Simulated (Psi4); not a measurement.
C2H6Mg, charge -1, doublet, at a GFN2-xTB geometry (such geometries of metal compounds can be far from the true shape) (a state made from the parent by changing its charge; the spin is typed, not shown lowest) (a gas-phase anion, which may not be bound at this level), atoms displaced at random by about 0.03 Å a coordinate; Psi4 with PBE0/STO-3G, gradient.

Here is a job for Psi4.
```
memory 2 GB

molecule mol {
-1 2
  Mg   -0.026247   -0.019970    0.012618
  C     1.766919    0.291433   -1.401776
  H     2.512793   -0.443924   -1.418454
  H     2.315600    1.215101   -1.265050
  H     1.480912    0.260973   -2.508168
  C    -1.736596   -0.266687    1.425933
  H    -2.382503   -1.152063    1.258999
  H    -2.518436    0.553133    1.383198
  H    -1.476809   -0.280135    2.527006
symmetry c1
no_reorient
no_com
}

set basis sto-3g
set reference uks

gradient('pbe0')
print_variables()
```

Output, abridged:

```
gradient() will perform analytic gradient computation.

   => Loading Basis Set <=

    Name: STO-3G
    Role: ORBITAL
    Keyword: BASIS

         ---------------------------------------------------------
                                   SCF
               by Justin Turney, Rob Parrish, Andy Simmonett
                          and Daniel G. A. Smith
                              UKS Reference
         ---------------------------------------------------------

  ==> Geometry <==

    Molecular point group: c1
    Full point group: C1

    Geometry (in Angstrom), charge = -1, multiplicity = 2:

       Center              X                  Y                   Z               Mass
    ------------   -----------------  -----------------  -----------------  -----------------
         MG          -0.026247000000    -0.019970000000     0.012618000000    23.985041697000
         C            1.766919000000     0.291433000000    -1.401776000000    12.000000000000
         H            2.512793000000    -0.443924000000    -1.418454000000     1.007825032230
         H            2.315600000000     1.215101000000    -1.265050000000     1.007825032230
         H            1.480912000000     0.260973000000    -2.508168000000     1.007825032230
         C           -1.736596000000    -0.266687000000     1.425933000000    12.000000000000
         H           -2.382503000000    -1.152063000000     1.258999000000     1.007825032230
         H           -2.518436000000     0.553133000000     1.383198000000     1.007825032230
         H           -1.476809000000    -0.280135000000     2.527006000000     1.007825032230

  Running in c1 symmetry.

  Rotational constants: A =      2.78624  B =      0.09799  C =      0.09778 [cm^-1]
  Rotational constants: A =  83529.42150  B =   2937.67458  C =   2931.29242 [MHz]
  Nuclear repulsion =   74.438595547857759

  Charge       = -1
  Multiplicity = 2
  Electrons    = 31
  Nalpha       = 16
  Nbeta        = 15

  ==> Algorithm <==

  SCF Algorithm Type is DF.
  DIIS enabled.
  MOM disabled.
  Fractional occupation disabled.
  Guess Type is SAD.
  Energy threshold   = 1.00e-08
  Density threshold  = 1.00e-08
  Integral threshold = 1.00e-12

  ==> Primary Basis <==

  Basis Set: STO-3G
    Blend: STO-3G
    Number of shells: 17
    Number of basis functions: 25
    Number of Cartesian functions: 25
    Spherical Harmonics?: true
    Max angular momentum: 1

  ==> DFT Potential <==

   => LibXC <=

    Version 7.1.2
    S. Lehtola, C. Steigemann, M. J. T. Oliveira, and M. A. L. Marques,  SoftwareX 7, 1–5 (2018) (10.1016/j.softx.2017.11.002)

   => Composite Functional: PBE0 <=

    PBE0 Hyb-GGA Exchange-Correlation Functional

    C. Adamo and V. Barone,  J. Chem. Phys. 110, 6158 (1999) (10.1063/1.478522)
    M. Ernzerhof and G. E. Scuseria,  J. Chem. Phys. 110, 5029 (1999) (10.1063/1.478401)

    Deriv               =              1
    GGA                 =           TRUE
    Meta                =          FALSE

    Exchange Hybrid     =           TRUE
    MP2 Hybrid          =          FALSE

   => Exchange Functionals <=

    0.7500   Perdew, Burke & Ernzerhof

   => Exact (HF) Exchange <=

    0.2500               HF

   => Correlation Functionals <=

    1.0000   Perdew, Burke & Ernzerhof

   => LibXC Density Thresholds  <==

    XC_HYB_GGA_XC_PBEH:  1.00E-15

   => Molecular Quadrature <=

    Radial Scheme          =       TREUTLER
    Pruning Scheme         =           NONE
    Nuclear Scheme         =       TREUTLER

    Blocking Scheme        =         OCTREE
    BS radius alpha        =              1
    Pruning alpha          =              1
    Radial Points          =             75
    Spherical Points       =            302
    Total Points           =         192599
    Total Blocks           =           1485
    Max Points             =            256
    Max Functions          =             24
    Weights Tolerance      =       1.00E-15

   => Loading Basis Set <=

[...]
  @DF-UKS Final Energy:  -275.91902953759342
    Total Energy =                       -275.9190295375934170
[...]
         H            2.512793000000    -0.443924000000    -1.418454000000     1.007825032230
         H            2.315600000000     1.215101000000    -1.265050000000     1.007825032230
         H            1.480912000000     0.260973000000    -2.508168000000     1.007825032230
         C           -1.736596000000    -0.266687000000     1.425933000000    12.000000000000
         H           -2.382503000000    -1.152063000000     1.258999000000     1.007825032230
         H           -2.518436000000     0.553133000000     1.383198000000     1.007825032230
         H           -1.476809000000    -0.280135000000     2.527006000000     1.007825032230

  Nuclear repulsion =   74.438595547857759

  ==> Basis Set <==

  Basis Set: STO-3G
    Blend: STO-3G
    Number of shells: 17
    Number of basis functions: 25
    Number of Cartesian functions: 25
    Spherical Harmonics?: true
    Max angular momentum: 1

  ==> DFJKGrad: Density-Fitted SCF Gradients <==

    Gradient:                    1
    J tasked:                  Yes
    K tasked:                  Yes
    wK tasked:                  No
    Integrals threads:           1
    Schwarz Cutoff:          1E-12
    Fitting Condition:       1E-10

   => Auxiliary Basis Set <=

  Basis Set: (STO-3G AUX)
    Blend: DEF2-UNIVERSAL-JKFIT
    Number of shells: 120
    Number of basis functions: 370
    Number of Cartesian functions: 435
    Spherical Harmonics?: true
    Max angular momentum: 4

  ==> DFT Potential <==

   => LibXC <=

    Version 7.1.2
    S. Lehtola, C. Steigemann, M. J. T. Oliveira, and M. A. L. Marques,  SoftwareX 7, 1–5 (2018) (10.1016/j.softx.2017.11.002)

   => Composite Functional: PBE0 <=

    PBE0 Hyb-GGA Exchange-Correlation Functional

    C. Adamo and V. Barone,  J. Chem. Phys. 110, 6158 (1999) (10.1063/1.478522)
    M. Ernzerhof and G. E. Scuseria,  J. Chem. Phys. 110, 5029 (1999) (10.1063/1.478401)

    Deriv               =              1
    GGA                 =           TRUE
    Meta                =          FALSE

    Exchange Hybrid     =           TRUE
    MP2 Hybrid          =          FALSE

   => Exchange Functionals <=

    0.7500   Perdew, Burke & Ernzerhof

   => Exact (HF) Exchange <=

    0.2500               HF

   => Correlation Functionals <=

    1.0000   Perdew, Burke & Ernzerhof

   => LibXC Density Thresholds  <==

    XC_HYB_GGA_XC_PBEH:  1.00E-15

   => Molecular Quadrature <=

    Radial Scheme          =       TREUTLER
    Pruning Scheme         =           NONE
    Nuclear Scheme         =       TREUTLER

    Blocking Scheme        =         OCTREE
    BS radius alpha        =              1
    Pruning alpha          =              1
    Radial Points          =             75
    Spherical Points       =            302
    Total Points           =         192599
    Total Blocks           =           1485
    Max Points             =            256
    Max Functions          =             24
    Weights Tolerance      =       1.00E-15

  -Total Gradient:
     Atom            X                  Y                   Z
    ------   -----------------  -----------------  -----------------
       1       -0.003657201424     0.002039783576     0.006749284771
       2        0.042229861338    -0.009984841847     0.032320070371
       3       -0.038451089251     0.037584752329    -0.010849811987
       4       -0.008081259596    -0.017778807900     0.002343829701
       5       -0.000116998074    -0.011924428953    -0.021816248927
       6        0.021543752268    -0.017710436931    -0.018150976331
       7       -0.004823909794     0.006212689211    -0.004717103229
       8       -0.013655129604     0.006084280351     0.000439854997
       9        0.005014194728     0.005476940045     0.013680155154

  Variable Map:
  ----------------------------------------------------------------------------
[...]
  Array Variable Map:
  ----------------------------------------------------------------------------
[...]
[...]
```
